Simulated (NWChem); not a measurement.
Species: SiH3O cation; SMILES [OH+]=[SiH2]

All runs: NWChem. Pople sets run with spherical d functions. The geometry was optimised at B3LYP/6-31G* (spherical d). B3LYP is NWChem's, with the RPA form of VWN correlation. Vertical excitations in the gas phase; the lowest state need not have the same character in each row.

Task: Order these by “lowest excitation, singlet (eV)”, lowest first: PBE/6-31+G*, full TDDFT; B3LYP/6-31+G*, full TDDFT; BHandHLYP/6-31+G*, full TDDFT; LRC-wPBEh/6-31+G*, full TDDFT.

Result: PBE/6-31+G*, full TDDFT (5.53), B3LYP/6-31+G*, full TDDFT (5.92), LRC-wPBEh/6-31+G*, full TDDFT (6.03), BHandHLYP/6-31+G*, full TDDFT (6.46)
